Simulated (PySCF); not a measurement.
Broadened absorption spectrum of C4H12AlN

Compound: C4H12AlN.
Z-matrix (Å and degrees, PBE0-D3(BJ)/def2-SVP geometry), rows numbered from 1:
```
C 
C   1  1.4982
C   2  1.3521  1  126.21
C   3  1.4768  2  128.63  1    -6.60
Al  4  2.0211  3  109.11  2   -94.55
N   5  2.0479  4   97.59  3    40.76
H   1  1.1034  2  111.05  3  -118.77
H   1  1.1053  2  112.33  3   123.13
H   1  1.0999  2  112.38  3     1.32
H   2  1.0962  1  116.08  3   175.80
H   3  1.0983  2  115.89  1   178.08
H   4  1.1023  3  113.05  2    26.93
H   4  1.1024  3  110.83  2   148.00
H   5  1.6072  4  115.13  3   -64.49
H   5  1.6057  4  116.66  3   149.48
H   6  1.0197  5  113.49  4  -143.95
H   6  1.0341  5  104.19  4   -26.37
H   6  1.0200  5  114.67  4    91.35
```

Computed with TDDFT wB97X-D/def2-SVPD, vertical, gas phase, core orbitals frozen in the response in PySCF.

Broadening: Gaussians 0.5 eV wide at half height, area fixed by f = 4.319×10⁻⁹ ∫ε dν̃. The width is an assumption, not a result. The curve ends short of the highest state used, and states not computed would add to its high-energy end.

λ (nm), ε (L mol⁻¹ cm⁻¹) and a bar:
```
    191.2       5576 #########
    192.3       5710 ##########
    193.4       6023 ##########
    194.5       6548 ###########
    195.6       7304 ############
    196.7       8289 ##############
    197.8       9474 ################
    198.9      10809 ##################
    200.0      12224 #####################
    201.1      13633 #######################
    202.1      14832 #########################
    203.2      15979 ###########################
    204.3      16869 #############################
    205.4      17442 ##############################
    206.5      17665 ##############################
    207.6      17526 ##############################
    208.7      17044 #############################
    209.8      16255 ############################
    210.9      15216 ##########################
    212.0      13990 ########################
    213.1      12645 #####################
    214.2      11246 ###################
    215.3       9852 #################
    216.3       8628 ###############
    217.4       7363 #############
    218.5       6208 ###########
    219.6       5177 #########
    220.7       4274 #######
    221.8       3497 ######
    222.9       2838 #####
    224.0       2288 ####
    225.1       1833 ###
    226.2       1460 ##
    227.3       1157 ##
    228.4        913 ##
    229.5        717 #
    230.5        574 #
    231.6        447 #
    232.7        347 #
    233.8        267 
    234.9        205 
    236.0        157 
    237.1        119 
    238.2         90 
    239.3         68 
    240.4         50 
    241.5         37 
    242.6         27 
    243.7         20 
    244.7         15 
    245.8         11 
    246.9          8 
    248.0          6 
    249.1          4 
    250.2          3 
    251.3          2
```

(1) Locate the maxima and give the states behind the curve.

(2) Coming from long wavelengths, where does ε first pass 100 L mol⁻¹ cm⁻¹?

(3) On this curve, what absorbance would a 10⁻³ mol/L sample give at 222 nm over a 1 cm path?

## Answers

(1) 207 nm (6.00 eV), ε about 18000, made up of S2 (97%) (ε in L mol⁻¹ cm⁻¹; maxima over ε = 5, shares over 10%). The states used: S1 5.68 eV (f 0.018); S2 6.00 eV (f 0.318); S3 6.46 eV (f 0.031); S4 6.66 eV (f 0.034); S5 6.75 eV (f 0.054); S6 7.08 eV (f 0.019).

(2) At about 238 nm (5.22 eV), 0.47 eV below S1.

(3) 222 nm is 5.585 eV, where ε is about 3400 L mol⁻¹ cm⁻¹, so A = ε c l ≈ 3.4 (Beer–Lambert, with the gas-phase spectrum and the assumed width).

On one thread of an x86-64 server, no GPU (shared host), this took 41 s of wall time.

One conformer stands for the species.
